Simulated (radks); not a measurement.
Effect of the nuclear size on the titanium ion Ti3+, [Ar] 3d1. All-electron calculation, Dirac Kohn-Sham, exchange-only LDA, spin-unpolarised, spherical densities, finite nucleus; open shells are shared between the two j in proportion to 2j + 1; Fermi nuclear charge, rms radius 3.5921 fm. Program: a radial shooting solver on a logarithmic mesh with Libxc functionals. The rms radius is varied about that value; shifts are against it.

| rms radius (fm) | total energy shift (eV) | density at nucleus (e/bohr^3) | 1s1/2 shift (meV) | 2s1/2 shift (meV) | 3s1/2 shift (meV) |
|---|---|---|---|---|---|
| 2.8809 | -0.0173 | 8496 | -7.34 | -0.611 | -0.085 |
| 3.3155 | -0.00718 | 8459 | -3.04 | -0.253 | -0.035 |
| 3.5921 | 0 | 8438 | 0.000 | 0.000 | 0.000 |
| 3.9226 | 0.00931 | 8415 | 3.94 | 0.328 | 0.046 |
| 4.2962 | 0.0208 | 8391 | 8.80 | 0.733 | 0.102 |

Slopes of the eigenvalues against <r^2> in GHz/fm^2, as finite differences over the two radii next to the reference (eigenvalue slopes, not the field-shift constants of lines): 1s1/2 384, 2s1/2 32.0, 3s1/2 4.46.
